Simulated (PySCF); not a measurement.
PdO(OH)₂: from structure and modes to constants

All numbers come from UPBE0/[Pd def2-SVP with ECP28, O def2-SVP, H def2-SVP], scalar-relativistic core potentials, density fitting, no spin–orbit coupling, PySCF.

The triplet minimum has Cs symmetry. Masses (u): Pd 105.90348, O 15.99492, H 1.00782.

```xyz
6
charge 0 multiplicity 3, angstrom
Pd    0.1455   -0.1378    0.0000
O     1.6025    0.9012    0.0000
O    -1.1438    1.3185    0.0000
O    -1.2488   -1.3794    0.0000
H    -0.6178    2.1308    0.0000
H    -2.1329   -0.9834    0.0000
```

Harmonic wavenumbers (cm⁻¹): 81.7 (a'', ×1), 149.3 (a'', ×1), 174.6 (a', ×1), 210.7 (a', ×1), 294.5 (a'', ×1), 569.6 (a', ×1), 650.7 (a', ×1), 689.5 (a', ×1), 791.6 (a', ×1), 999.3 (a', ×1), 3838.4 (a', ×1), 3848.9 (a', ×1).

Find the principal moments of inertia and the rotational constants. What kind of rotor is it?

About the centre of mass I = 60.137, 112.81, 172.95 u Å². With B = 16.8576/I this gives 0.2803, 0.1494, 0.09747 cm⁻¹. The molecule is an asymmetric top with κ = -0.43.

What is the harmonic zero-point energy?

Half the sum of all 12 wavenumbers, 12299/2 = 6149 cm⁻¹, which is 73.6 kJ/mol (1 cm⁻¹ = 0.0119627 kJ/mol).

Other isomers or separated fragments may lie lower. Open d and f shells are described by one determinant, and the ground state may have another occupation or spin.
